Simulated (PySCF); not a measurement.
**Working with the constants of LiTe⁻**

RHF-CCSD(T) constants of LiTe⁻, ¹Σ⁺ (singlet), closed shell (basis Li aug-cc-pVDZ, Te aug-cc-pVDZ-PP with ECP28; scalar-relativistic core potentials; PySCF 2.14; masses 7.0160 and 129.9062 u):

```
ωe   : 477.3 cm⁻¹
ωexe : 2.46 cm⁻¹
Be   : 0.43619 cm⁻¹
αe   : 0.00426 cm⁻¹
```

(1) What force constant and bond length do these constants imply?

(2) Estimate the centrifugal constant D from the Kratzer relation and find the Dunham coefficient a1.

Correlated steps freeze 4 core orbitals. Spin–orbit coupling is left out, which matters for elements this heavy, above all for dissociation energies.

## Answers

(1) Reduced mass μred = 6.6565 u; k = 5.8918×10⁻⁷·μred·ωe² (u, cm⁻¹, mdyn/Å) = 0.893 mdyn/Å; Re = √(16.8576/(μred·Be)) (u, cm⁻¹, Å) = 2.410 Å.

(2) D = 4Be³/ωe² = 1.46e-06 cm⁻¹; a1 = −1 − αeωe/(6Be²) = -2.78.
